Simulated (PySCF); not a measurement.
Static response to an electric field

C5H5BrCl2O.
Structure used (PBE0-D3(BJ)/def2-SVP), in Å, numbered top down from 1:
```
atom  x, y, z in Å
Cl1    1.959    2.203   -0.751
C2     1.639    0.498   -0.412
Cl3    1.282   -0.353   -1.922
Br4    3.217   -0.291    0.429
C5     0.449    0.384    0.574
C6     0.041   -1.030    0.875
C7    -1.196   -1.224    0.421
C8    -1.702    0.033   -0.206
O9    -0.679    0.985    0.010
H10    0.773    0.941    1.475
H11    0.687   -1.752    1.372
H12   -1.768   -2.152    0.472
H13   -2.639    0.395    0.257
H14   -1.894   -0.093   -1.289
```

Level: PBE0/def2-SVPD (PySCF), static field, nuclei fixed, core orbitals frozen in the response. The polarisability tensor in these axes (au):

```
x   126.50   4.28   8.93
y     4.28 104.11  -4.30
z     8.93  -4.30  96.49
```

Problem. What are the eigenvalues, a third of the trace, and Δα (Δα² = ½Σ(αi − αj)² over the three pairs)?

Solution. Principal values 91.74, 106.04 and 129.32 au; mean 109.03 au = 16.16 Å³ = 17.98 × 10⁻⁴⁰ C²·m²/J; Δα = 32.86 au (30 % of the mean).

Problem. What is the dipole moment, and where does it point?

Solution. (-1.92, -1.82, 1.14) D, 2.87 D in size, pointing from the negative to the positive side. Measured along this direction, the outermost atoms are Cl1 at the negative end and H12 at the positive end.

Problem. Orientational against electronic polarisability at 250 K (dilute gas, rigid molecules)?

Solution. In Gaussian units μ²/3kT = 79.79 Å³ against 16.16 Å³, a ratio of 4.94; the Debye molar polarisation (4π/3)N_A(α + μ²/3kT) is 242.0 cm³/mol, leaving out the vibrational part.

Problem. What depolarisation ratio follows for Rayleigh scattering of linearly polarised light, taking the static tensor?

Solution. ρ = 3Δα²/(45ᾱ² + 4Δα²) = 3239.4/(534976 + 4319.2) = 0.00601.

Problem. Refractivity n − 1 of an ideal gas of it at 500 K and 1 atm, from the electronic α?

Solution. N = p/kT = 1.4678 × 10¹⁹ cm⁻³, so n − 1 = 2π × N × 16.16 × 10⁻²⁴ cm³ = 1490 × 10⁻⁶ at long wavelengths.

Problem. Estimate the molar refractivity from the static electronic polarisability.

Solution. Lorentz–Lorenz: R = (4π/3)N_A α = 2.5225 cm³/(mol·Å³) × 16.16 Å³ = 40.8 cm³/mol, in the limit of long wavelengths.

Geometry: PBE0-D3(BJ)/def2-SVP, one conformer, isolated molecule. The calculation is non-relativistic, for bromine too.
